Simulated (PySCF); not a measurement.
H₁₀Si₅, triplet, at the geometry of the source list (a higher spin typed on purpose: for a closed-shell molecule this is an excited state) (in this run its highest filled SCF level lies above zero, so its values depend strongly on the basis, on diffuse functions most of all). Base run: PBE0/STO-3G (PySCF).

PySCF was given this input:
```python
from pyscf import gto, scf, dft

mol = gto.Mole()
mol.atom = '''
    Si    0.79530000    1.18900000    1.36900000
    Si    1.87710000   -0.56410000    0.26970000
    Si    0.26980000   -1.67980000   -1.00830000
    Si   -1.71520000   -0.45220000   -0.87750000
    Si   -1.23030000    1.52810000    0.25990000
    H     0.54880000    0.83080000    2.77380000
    H     1.61460000    2.40140000    1.46530000
    H     2.57830000   -1.46380000    1.19310000
    H     2.95470000   -0.05190000   -0.58800000
    H     0.08020000   -3.06030000   -0.54650000
    H     0.70770000   -1.84710000   -2.39940000
    H    -2.75110000   -1.21750000   -0.17000000
    H    -2.31110000   -0.21530000   -2.19750000
    H    -1.10510000    2.64170000   -0.69190000
    H    -2.31360000    1.96100000    1.14830000
'''
mol.basis = 'sto-3g'
mol.spin = 2
mol.verbose = 4
mol.build()

mf = dft.UKS(mol)
mf.xc = 'pbe0'
mf.kernel()
mo_i, mo_e, stable_i, stable_e = mf.stability(internal=True, external=False, return_status=True, nroots=6, tol=1e-6)
print('internally stable:', stable_i, ' externally stable:', stable_e)
if not stable_i:
    umf = mf.copy()
    umf.scf_summary = {}
    umf.kernel(umf.make_rdm1(mo_i, mf.mo_occ))
mf.analyze()
```

The bond that is stretched is that between atoms 6 and 1. A test that says stable can miss a lower solution.

Variants of this job, named by their change:

| change | ΔE vs base (eV) | <S^2> | stability test says |
|---|---|---|---|
| base | 0.00 | 2.002 | internally stable (external not tested) |
| bond × 1.25 | -0.88 | 2.002 | internally stable (external not tested) |
| bond × 1.5 | -2.58 | 2.002 | internally stable (external not tested) |
| bond × 1.8 | -3.31 | 2.002 | internally stable (external not tested) |
| bond × 2.2 | -3.54 | 2.002 | internally stable (external not tested) |
| bond × 3.0 | -3.57 | 2.002 | internally stable (external not tested) |

On stretching, the SCF can end on different states; <S^2> shows the spin contamination of each.
